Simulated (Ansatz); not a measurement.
Geometry optimisation, RKS PBE0/STO-3G (Ansatz).

The input (input.yaml):

```yaml
crystal:
  periodic: [false, false, false]
  atoms:
    - { symbol: C, position_ang: [0.5077, -0.2077, 1.6454] }
    - { symbol: C, position_ang: [0.7517, 0.051, 0.1429] }
    - { symbol: Si, position_ang: [1.6628, -1.3617, -0.6676] }
    - { symbol: Si, position_ang: [-0.6953, 0.2788, -0.9436] }
    - { symbol: C, position_ang: [-0.2502, 1.1819, -2.54583] }
    - { symbol: Cl, position_ang: [-1.56148, -1.47484, -1.5207] }
    - { symbol: H, position_ang: [1.4128, -0.2985, 2.2071] }
    - { symbol: H, position_ang: [-0.1313, -1.0274, 1.8013] }
    - { symbol: H, position_ang: [-0.0559, 0.7196, 2.1039] }
    - { symbol: H, position_ang: [1.3678, 0.9622, 0.0811] }
    - { symbol: H, position_ang: [2.0535, -1.0708, -2.0393] }
    - { symbol: H, position_ang: [0.925, -2.6108, -0.5651] }
    - { symbol: H, position_ang: [2.9034, -1.5576, 0.0888] }
    - { symbol: H, position_ang: [-1.77843, 1.16471, -0.34205] }
    - { symbol: H, position_ang: [-1.09312, 1.31325, -3.21299] }
    - { symbol: H, position_ang: [0.19203, 2.17941, -2.37079] }
    - { symbol: H, position_ang: [0.55335, 0.60319, -3.09867] }
basis:
  gaussian: { orbitals: STO-3G }
hamiltonian:
  xc: pbe0
relax:
  f_tol: 0.015
  max_steps: 40
```

Launched with:

```bash
$ ansatz run input.yaml --threads 1 --pin off --max-ram 2048MiB --backend cpu --events-out ev --progress --plain --runs-dir out
```

Task: Where does it end, and by what steps?

Result: The forces met the threshold. Limits of this set-up: minimal basis. After 14 steps the energy has fallen by 0.717 eV; Cl6 moved furthest, 0.57 Å.

| step | energy less start (eV) | largest force component (eV/Å) | accepted |
| --- | --- | --- | --- |
| 0 | 0.0000 | 4.383 | yes |
| 1 | -0.6028 | 0.960 | yes |
| 2 | -0.6945 | 0.229 | yes |
| 3 | -0.7046 | 0.065 | yes |
| 4 | -0.7096 | 0.061 | yes |
| 5 | -0.7116 | 0.055 | yes |
| 6 | -0.7130 | 0.059 | yes |
| 7 | -0.7145 | 0.059 | yes |
| 8 | -0.7156 | 0.044 | yes |
| 9 | -0.7160 | 0.032 | yes |
| 10 | -0.7165 | 0.022 | yes |
| 11 | -0.7169 | 0.041 | yes |
| 12 | -0.7170 | 0.046 | yes |
| 13 | -0.7172 | 0.027 | yes |
| 14 | -0.7173 | 0.009 | yes |

```xyz
17
Properties=species:S:1:pos:R:3
C 0.374 -0.298 1.565
C 0.795 0.054 0.114
Si 1.881 -1.300 -0.613
Si -0.709 0.489 -0.922
C -0.280 1.106 -2.629
Cl -1.901 -1.236 -1.134
H 1.252 -0.497 2.195
H -0.262 -1.194 1.586
H -0.190 0.522 2.031
H 1.400 0.971 0.155
H 2.271 -0.954 -1.959
H 1.174 -2.557 -0.634
H 3.069 -1.439 0.194
H -1.541 1.452 -0.232
H -1.184 1.335 -3.200
H 0.316 2.022 -2.560
H 0.298 0.368 -3.193
```

The run took 73 s on 1 thread of Arm Neoverse V2, on a shared host, peak memory 0.15 GiB.
